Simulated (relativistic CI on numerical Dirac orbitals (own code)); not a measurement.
# Electric-dipole transitions in W55+

Method of calculation: Dirac-Coulomb-Breit CI, KLI orbitals optimised for each configuration, a model potential for QED, unscaled Slater integrals (own radial code, finite nucleus).

Configuration list (outside the closed core [Ne]): 3s2 3p6 3d, 3s2 3p5 3d2, 3s 3p6 3d2, 3s2 3p6 4s, 3s2 3p6 4p, 3s2 3p6 4d, 3s2 3p5 3d 4s, 3s2 3p6 4f, 3s2 3p5 3d 4p, 3s2 3p5 3d 4d, 3s 3p6 3d 4s, 3p6 3d2 4p, 3s2 3p5 3d 4f, 3s 3p6 3d 4p, 3s 3p6 3d 4d, 3s2 3p6 5s, 3s 3p6 3d 4f, 3s2 3p6 5p, 3s2 3p6 5d, 3s2 3p6 5f, 3s2 3p6 5g, 3p6 3d3, 3p5 3d4, 3p5 3d3 4s, 3p6 3d2 4s, 3p5 3d2 4s2, 3p6 3d2 4d, 3p5 3d3 4d, 3p5 3d2 4s 4d. Double excitations out of closed p, d and f shells are left out; levels of such configurations are missing from the list, as are those of other unlisted configurations, and high levels can miss mixing partners. These lack a partner that the ground configuration has and come out too high: 3s2 3p5 3d 4p, 3s2 3p5 3d 4f.

```
λ vac (Å)                      Lower                        Upper   A (s⁻¹)        gf  Branching (%)
   4.4834      3s2 3p6 3d 2D_5/2 [2]  3s2 3p5 3d 4d 2F°_7/2 [398]  4.27e+13  1.03e+00           99.4
   4.4993      3s2 3p6 3d 2D_3/2 [1]  3s2 3p5 3d 4d 4P°_5/2 [354]  2.93e+13  5.34e-01           99.3
   4.4993      3s2 3p6 3d 2D_5/2 [2]  3s2 3p5 3d 4d 2D°_5/2 [389]  5.05e+13  9.20e-01           98.9
   4.5070      3s2 3p6 3d 2D_3/2 [1]  3s2 3p5 3d 4d 2P°_1/2 [350]  1.68e+14  1.03e+00           99.8
   4.5081      3s2 3p6 3d 2D_5/2 [2]  3s2 3p5 3d 4d 2F°_7/2 [385]  1.06e+14  2.58e+00           99.8
   4.5088      3s2 3p6 3d 2D_5/2 [2]  3s2 3p5 3d 4d 2P°_3/2 [384]  1.51e+14  1.84e+00           99.5
   4.5089      3s2 3p6 3d 2D_3/2 [1]  3s2 3p5 3d 4d 2D°_3/2 [349]  1.51e+14  1.84e+00           99.6
   4.5093      3s2 3p6 3d 2D_3/2 [1]  3s2 3p5 3d 4d 2F°_5/2 [348]  1.22e+14  2.24e+00           99.6
   4.5198      3s2 3p6 3d 2D_3/2 [1]  3s2 3p5 3d 4d 2D°_3/2 [343]  3.01e+13  3.68e-01           99.2
   4.5226      3s2 3p6 3d 2D_5/2 [2]  3s2 3p5 3d 4d 2D°_5/2 [379]  4.61e+13  8.48e-01           99.6
   4.5311      3s2 3p6 3d 2D_5/2 [2]  3s2 3p5 3d 4s 2F°_5/2 [376]  2.90e+13  5.35e-01           99.0
   4.5317      3s2 3p6 3d 2D_5/2 [2]  3s2 3p5 3d 4s 2F°_7/2 [375]  3.39e+13  8.35e-01           99.4
   4.5396      3s2 3p6 3d 2D_5/2 [2]  3s2 3p5 3d 4s 4P°_5/2 [369]  2.77e+13  5.13e-01           98.6
   4.5411      3s2 3p6 3d 2D_3/2 [1]  3s2 3p5 3d 4s 2F°_5/2 [339]  4.35e+13  8.08e-01           99.4
   4.7754      3s2 3p6 3d 2D_3/2 [1]     3s2 3p6 4f 2F°_5/2 [298]  1.71e+14  3.50e+00           93.4
   4.7866    3s2 3p5 3d2 4D°_3/2 [3]   3s2 3p5 3d 4f 4D_3/2 [400]  5.68e+13  7.80e-01           42.7
   4.7879    3s2 3p5 3d2 4D°_3/2 [3]   3s2 3p5 3d 4f 4D_1/2 [399]  7.80e+13  5.36e-01           60.0
   4.7884    3s2 3p5 3d2 4D°_3/2 [3]   3s2 3p5 3d 4f 2D_5/2 [397]  7.55e+13  1.56e+00           57.4
   4.7997    3s2 3p5 3d2 4F°_5/2 [5]   3s2 3p5 3d 4f 4D_3/2 [400]  5.36e+13  7.40e-01           40.3
   4.8016    3s2 3p5 3d2 4F°_5/2 [5]   3s2 3p5 3d 4f 2D_5/2 [397]  3.08e+13  6.38e-01           23.4
   4.9002      3s2 3p6 3d 2D_5/2 [2]     3s2 3p6 4f 2F°_7/2 [305]  1.81e+14  5.22e+00          100.0
   5.1638      3s2 3p6 3d 2D_5/2 [2]  3s2 3p5 3d 4s 2D°_5/2 [253]  2.08e+13  5.00e-01           99.6
   5.1778      3s2 3p6 3d 2D_3/2 [1]  3s2 3p5 3d 4s 2D°_3/2 [215]  2.48e+13  3.98e-01           99.1
   5.1808      3s2 3p6 3d 2D_3/2 [1]  3s2 3p5 3d 4s 2F°_5/2 [214]  1.75e+13  4.22e-01           99.7
   5.1989      3s2 3p6 3d 2D_5/2 [2]  3s2 3p5 3d 4s 2F°_7/2 [235]  2.24e+13  7.25e-01           99.7
   19.064      3s2 3p6 3d 2D_3/2 [1]     3s2 3p5 3d2 2D°_3/2 [34]  6.60e+12  1.44e+00           99.7
   19.158      3s2 3p6 3d 2D_5/2 [2]     3s2 3p5 3d2 2P°_3/2 [42]  4.41e+12  9.71e-01           99.8
   19.184      3s2 3p6 3d 2D_3/2 [1]     3s2 3p5 3d2 2P°_1/2 [33]  3.37e+12  3.72e-01          100.0
   19.395      3s2 3p6 3d 2D_5/2 [2]     3s2 3p5 3d2 2F°_7/2 [41]  3.50e+12  1.58e+00          100.0
   19.427      3s2 3p6 3d 2D_5/2 [2]     3s2 3p5 3d2 2D°_5/2 [40]  4.51e+12  1.53e+00           99.9
   20.566      3s2 3p6 3d 2D_3/2 [1]     3s2 3p5 3d2 4G°_5/2 [32]  1.01e+12  3.84e-01           99.9
   21.703  3s2 3p5 3d2 2H°_11/2 [13]       3s 3p6 3d2 2G_9/2 [54]  2.73e+12  1.93e+00           60.0
   21.759    3s2 3p5 3d2 4F°_5/2 [5]       3s 3p6 3d2 4F_5/2 [49]  1.17e+12  4.97e-01           25.5
   21.799  3s2 3p5 3d2 4G°_11/2 [23]       3s 3p6 3d2 4F_9/2 [59]  2.69e+12  1.92e+00           60.0
   21.834   3s2 3p5 3d2 4F°_7/2 [10]       3s 3p6 3d2 4F_5/2 [52]  1.74e+12  7.45e-01           38.9
   21.853    3s2 3p5 3d2 4D°_3/2 [3]       3s 3p6 3d2 4F_3/2 [48]  1.62e+12  4.65e-01           36.2
   21.857    3s2 3p5 3d2 2G°_7/2 [6]       3s 3p6 3d2 4F_5/2 [49]  2.93e+12  1.26e+00           63.9
   21.914    3s2 3p5 3d2 4G°_9/2 [9]       3s 3p6 3d2 4F_7/2 [51]  2.65e+12  1.52e+00           58.6
   21.959    3s2 3p5 3d2 2P°_3/2 [7]       3s 3p6 3d2 4P_1/2 [50]  3.99e+12  5.76e-01           87.7
   31.663      3s2 3p6 3d 2D_3/2 [1]     3s2 3p5 3d2 2P°_1/2 [22]  1.28e+12  3.85e-01          100.0
   31.969      3s2 3p6 3d 2D_5/2 [2]     3s2 3p5 3d2 2P°_3/2 [31]  1.03e+12  6.30e-01          100.0
   32.196      3s2 3p6 3d 2D_5/2 [2]     3s2 3p5 3d2 2D°_5/2 [30]  1.28e+12  1.19e+00           97.3
   32.229      3s2 3p6 3d 2D_3/2 [1]     3s2 3p5 3d2 2F°_5/2 [21]  1.21e+12  1.13e+00           99.8
   32.911      3s2 3p6 3d 2D_3/2 [1]     3s2 3p5 3d2 2D°_3/2 [20]  8.65e+11  5.62e-01           99.8
   33.772      3s2 3p6 3d 2D_5/2 [2]     3s2 3p5 3d2 2F°_7/2 [28]  3.94e+11  5.39e-01          100.0
```

Terms are leading LS components. Brackets give the number of a level in order of energy, since labels repeat. The list gives strong lines, with weight on those to low levels, without lines whose two gauges differ by over a factor of 2.5, among the lowest 400 of 2758 levels, so that lines to higher ones, which can be the strongest, are missing. Levels whose partners in the same complex of configurations lie outside the list can be far off, and so can their lines. Rates are taken at the computed energies, electric ones in the length gauge.

At this charge energies of transitions that change n are usually good to better than 1 %, and those within a shell (Δn = 0) to a few per cent.

LS names give the leading component of a level, which can be under half, so a name can repeat, a term be missing and a line seem to break the LS rules.
